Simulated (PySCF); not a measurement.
**A small calculation by hand: refractive index and permittivity of the vapour**

Ga(Me)(NH2) (CH5GaN), SMILES [CH3][Ga][NH2], multiplicity 2.

Geometry optimised at PBE0-D3(BJ)/def2-SVP. The spin state was assumed, not searched. The isomer is the one that the SMILES or the coordinates give; other isomers of the formula were not compared. One conformer was computed; it need not be the lowest.

M06-2X/def2-TZVPD (PySCF) gives a mean static polarisability of 60.0 bohr³ and a dipole moment of 0.48 D. Take an ideal gas at 298.15 K and 0.01 bar, whether or not the substance is that volatile.

Work out n − 1 in the optical limit and the static ε − 1.


Polarisability volume α' = 60.0 × 0.148185 = 8.89 Å³. Number density N = p/kT = 2.43e-7 Å⁻³.
Dilute limit of Lorentz–Lorenz: n − 1 = 2π N α' = 1.4e-5.
Orientation term of Debye: μ²/(3kT) = 8.098 Å³ × μ²(D²) = 1.87 Å³.
ε − 1 = 4π N (α' + μ²/3kT) = 3.3e-5. Orientation of the dipole supplies 17 % of the static response; it can't follow optical fields. Vibrational polarisation and dispersion are left out.
